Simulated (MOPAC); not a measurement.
A run for MOPAC: PM3 on ethylmethylamine (SMILES CCNC), a point of a torsion scan.

```
PM3 1SCF PRECISE CHARGE=0 THREADS=1
C3H9N

C      1.87582621 1     0.46682679 1     0.00313086 1
C      0.56167969 1    -0.25223310 1     0.32150012 1
N     -0.61215443 1     0.12986830 1    -0.45676324 1
C     -0.36270240 1     0.57291121 1    -1.81436538 1
H      2.64687695 1     0.11690433 1     0.68506374 1
H      1.77356817 1     1.54405801 1     0.12818283 1
H      2.19825667 1     0.26072950 1    -1.01319435 1
H      0.72040346 1    -1.32493471 1     0.14379686 1
H      0.31711722 1    -0.12799813 1     1.37773022 1
H     -1.10653354 1     0.87474961 1     0.02671548 1
H      0.23226553 1     1.49242955 1    -1.89253481 1
H      0.15064871 1    -0.22216832 1    -2.35588687 1
H     -1.32577107 1     0.74475592 1    -2.29449714 1
```

Program output:

```
*******************************************************************************
 **                                                                           **
 **                              MOPAC v23.2.5                                **
 **                                                                           **
 *******************************************************************************
 ** MOPAC's Digital Object Identifier: https://doi.org/10.5281/zenodo.6511958 **
 **                                                                           **
 ** Please cite the open-source release paper for use of this MOPAC version:  **
 ** J. E. Moussa and J. J. P. Stewart (2026)                                  **
 ** MOPAC: An open-source semiempirical molecular orbital program             **
 ** J. Open Source Softw., 11(119), 8025, https://doi.org/10.21105/joss.08025 **
 *******************************************************************************

                              PM3 CALCULATION RESULTS

 *******************************************************************************
 *  PM3        - The PM3 Hamiltonian to be used
 *
 *
 *
 *                 CHARGE ON SYSTEM = 0
 *
 *
 *
 *  PRECISE    - TIGHTER CRITERIA TO BE USED
 *  1SCF       - DO 1 SCF AND THEN STOP
 *  THREADS=1  - MULTI-THREADING NOT USED
 *  T=         - A TIME OF 172800.0 SECONDS REQUESTED
 *  DUMP=N     - RESTART FILE WRITTEN EVERY 7200.0 SECONDS REQUESTED
 *******************************************************************************
PM3 1SCF PRECISE CHARGE=0 THREADS=1
 C3H9N

   ATOM   CHEMICAL          X               Y               Z
  NUMBER   SYMBOL      (ANGSTROMS)     (ANGSTROMS)     (ANGSTROMS)

     1       C          1.87582621  *   0.46682679  *   0.00313086  *
     2       C          0.56167969  *  -0.25223310  *   0.32150012  *
     3       N         -0.61215443  *   0.12986830  *  -0.45676324  *
     4       C         -0.36270240  *   0.57291121  *  -1.81436538  *
     5       H          2.64687695  *   0.11690433  *   0.68506374  *
     6       H          1.77356817  *   1.54405801  *   0.12818283  *
     7       H          2.19825667  *   0.26072950  *  -1.01319435  *
     8       H          0.72040346  *  -1.32493471  *   0.14379686  *
     9       H          0.31711722  *  -0.12799813  *   1.37773022  *
    10       H         -1.10653354  *   0.87474961  *   0.02671548  *
    11       H          0.23226553  *   1.49242955  *  -1.89253481  *
    12       H          0.15064871  *  -0.22216832  *  -2.35588687  *
    13       H         -1.32577107  *   0.74475592  *  -2.29449714  *



          CARTESIAN COORDINATES

    NO.       ATOM           X           Y           Z

     1         C          1.8758      0.4668      0.0031
     2         C          0.5617     -0.2522      0.3215
     3         N         -0.6122      0.1299     -0.4568
     4         C         -0.3627      0.5729     -1.8144
     5         H          2.6469      0.1169      0.6851
     6         H          1.7736      1.5441      0.1282
     7         H          2.1983      0.2607     -1.0132
     8         H          0.7204     -1.3249      0.1438
     9         H          0.3171     -0.1280      1.3777
    10         H         -1.1065      0.8747      0.0267
    11         H          0.2323      1.4924     -1.8925
    12         H          0.1506     -0.2222     -2.3559
    13         H         -1.3258      0.7448     -2.2945

  H: (PM3): J. J. P. STEWART, J. COMP. CHEM. 10, 209 (1989).
  C: (PM3): J. J. P. STEWART, J. COMP. CHEM. 10, 209 (1989).
  N: (PM3): J. J. P. STEWART, J. COMP. CHEM. 10, 209 (1989).

           Empirical Formula: C3 H9 N  =    13 atoms



      MOLECULAR POINT GROUP   :   C1


      RHF CALCULATION, NO. OF DOUBLY OCCUPIED LEVELS = 13


 -------------------------------------------------------------------------------
 PM3 1SCF PRECISE CHARGE=0 THREADS=1
 C3H9N



     1SCF WAS SPECIFIED, SO BFGS WAS NOT USED
     SCF FIELD WAS ACHIEVED


                              PM3 CALCULATION
                                                       MOPAC v23.2.5 Linux




          FINAL HEAT OF FORMATION =        -11.43176 KCAL/MOL =     -47.83049 KJ/MOL


          COSMO AREA              =        109.31 SQUARE ANGSTROMS
          COSMO VOLUME            =         95.40 CUBIC ANGSTROMS

          IONIZATION POTENTIAL    =          9.172820 EV
          HOMO LUMO ENERGIES (EV) =         -9.173  2.966
          NO. OF FILLED LEVELS    =         13
          MOLECULAR WEIGHT        =         59.1108         POINT GROUP:  C1

          MOLECULAR DIMENSIONS (Angstroms)

            Atom       Atom       Distance
            H    13    H     5     5.00539
            H     7    H     9     3.06690
            H     6    H     8     2.84344


          SCF CALCULATIONS        =          1





   ATOM   CHEMICAL          X               Y               Z
  NUMBER   SYMBOL      (ANGSTROMS)     (ANGSTROMS)     (ANGSTROMS)

     1       C          1.87582621  *   0.46682679  *   0.00313086  *
     2       C          0.56167969  *  -0.25223310  *   0.32150012  *
     3       N         -0.61215443  *   0.12986830  *  -0.45676324  *
     4       C         -0.36270240  *   0.57291121  *  -1.81436538  *
     5       H          2.64687695  *   0.11690433  *   0.68506374  *
     6       H          1.77356817  *   1.54405801  *   0.12818283  *
     7       H          2.19825667  *   0.26072950  *  -1.01319435  *
     8       H          0.72040346  *  -1.32493471  *   0.14379686  *
     9       H          0.31711722  *  -0.12799813  *   1.37773022  *
    10       H         -1.10653354  *   0.87474961  *   0.02671548  *
    11       H          0.23226553  *   1.49242955  *  -1.89253481  *
    12       H          0.15064871  *  -0.22216832  *  -2.35588687  *
    13       H         -1.32577107  *   0.74475592  *  -2.29449714  *

                             CARTESIAN COORDINATES

   1    C        1.875826210     0.466826790     0.003130860
   2    C        0.561679690    -0.252233100     0.321500120
   3    N       -0.612154430     0.129868300    -0.456763240
   4    C       -0.362702400     0.572911210    -1.814365380
   5    H        2.646876950     0.116904330     0.685063740
   6    H        1.773568170     1.544058010     0.128182830
   7    H        2.198256670     0.260729500    -1.013194350
   8    H        0.720403460    -1.324934710     0.143796860
   9    H        0.317117220    -0.127998130     1.377730220
  10    H       -1.106533540     0.874749610     0.026715480
  11    H        0.232265530     1.492429550    -1.892534810
  12    H        0.150648710    -0.222168320    -2.355886870
  13    H       -1.325771070     0.744755920    -2.294497140


           Empirical Formula: C3 H9 N  =    13 atoms



      MOLECULAR POINT GROUP   :   C1


                  EIGENVALUES
 -37.12675 -29.81093 -24.95943 -20.18122 -17.07784 -15.95057 -14.89039 -14.45572
 -13.48757 -13.03023 -12.57857 -11.94015  -9.17282   2.96607   3.50522   3.75918
   3.97105   4.13624   4.19821   4.32516   4.41178   4.58144   4.74363   5.61531
   5.92751


              NET ATOMIC CHARGES AND DIPOLE CONTRIBUTIONS

  ATOM NO.   TYPE          CHARGE      No. of ELECS.   s-Pop       p-Pop
    1          C          -0.136268        4.1363     1.14261     2.99366
    2          C          -0.093512        4.0935     1.17082     2.92269
    3          N          -0.055019        5.0550     1.47934     3.57568
    4          C          -0.101592        4.1016     1.14520     2.95639
    5          H           0.045416        0.9546     0.95458
    6          H           0.038702        0.9613     0.96130
    7          H           0.047074        0.9529     0.95293
    8          H           0.054349        0.9457     0.94565
    9          H           0.050180        0.9498     0.94982
   10          H           0.038611        0.9614     0.96139
   11          H           0.021919        0.9781     0.97808
   12          H           0.046019        0.9540     0.95398
   13          H           0.044121        0.9559     0.95588
 DIPOLE           X         Y         Z       TOTAL
 POINT-CHG.     0.099    -0.083    -0.028     0.132
 HYBRID         0.737     1.082     0.109     1.314
 SUM            0.836     0.999     0.081     1.305


          ATOMIC ORBITAL ELECTRON POPULATIONS

     Atom    s        px        py        pz
    1  C   1.14261   0.97804   0.99965   1.01597
    2  C   1.17082   0.92625   1.00886   0.98758
    3  N   1.47934   1.18679   1.41780   0.97110
    4  C   1.14520   1.00992   0.99154   0.95493
    5  H   0.95458
    6  H   0.96130
    7  H   0.95293
    8  H   0.94565
    9  H   0.94982
   10  H   0.96139
   11  H   0.97808
   12  H   0.95398
   13  H   0.95588

 **********************
 *                    *
 * JOB ENDED NORMALLY *
 *                    *
 **********************




 == MOPAC DONE ==
```

The run finished.

Cost: very roughly 0.020 core-seconds.
